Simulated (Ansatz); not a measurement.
A structure drawn as `CC1(F)O[SiH]1O`, with this starting geometry:

Cartesian coordinates in Å:
```
C 0.4748 -0.4132 -1.5780
C 0.0113 0.4385 -0.3898
F -0.6192 1.6797 -0.6751
O 0.9545 0.3771 0.7299
Si -0.4419 -0.4073 1.1609
O -1.1831 0.4412 2.3947
H 1.1321 0.2535 -2.1867
H 1.0932 -1.2593 -1.2760
H -0.3862 -0.6820 -2.1190
H -0.0490 -1.8060 1.5231
H -0.9865 1.3778 2.4160
```

Total charge 0; spin multiplicity 1.

(1) Relax it with Ansatz at PBE-D4/def2-SVP and then PBE0-D4/def2-TZVP. Is the drawn bonding still there?

(2) Give the relaxed structure. (An estimate is asked.)

Atoms count as bonded under 1.1 times the sum of their covalent radii (H–H under 0.85 Å, pairs among N, O and F under 1.55 Å), and a drawn bond as lost past 1.3 times.

Results:

(1) Yes, every drawn bond is still there and no new one forms.

(2) Computed: 
Z-matrix (Å, degrees):
```
C
C 1 1.489
H 1 1.090 2 110.5
H 1 1.091 2 110.2 3 120.5
H 1 1.094 2 109.4 3 -119.7
F 2 1.380 1 109.7 3 -179.0
O 2 1.449 1 114.4 3 57.5
Si 2 1.814 1 133.2 3 -13.3
O 8 1.622 2 123.5 1 -161.0
H 8 1.470 2 127.2 1 -0.4
H 9 0.961 8 117.2 2 -15.7
```
All modes are real.
